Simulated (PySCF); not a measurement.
Constitutional and geometric isomers with formula CH4N2Si. Gas-phase values, no solvent. One relaxed conformer stands for each flexible species; it need not be the lowest. Strings in code marks are SMILES.

The HOMO from two functionals at the same geometries (B3LYP-D3(BJ)/def2-TZVP), both in PySCF: PBE-D3(BJ)/def2-TZVP and B3LYP-D3(BJ)/def2-TZVP. B3LYP has the VWN-RPA correlation part, as in Gaussian. 

```tsv
species	PBE-D3(BJ)/def2-TZVP (eV)	B3LYP-D3(BJ)/def2-TZVP (eV)
`N=C=[SiH]N`	-4.71	-5.46
`N#CN[SiH3]`	-6.50	-7.59
`N=C=N[SiH3]`	-6.42	-7.48
`[H]/N=[SiH]/N=C` (C–N–Si–N torsion 59°)	-5.89	-6.86
```

Over these rows, drawn at random from the members with no instability flagged (it was tested for open shells, ions and some series alone), PBE minus B3LYP-D3(BJ): mean +0.97 eV, from +0.75 eV to +1.09 eV.
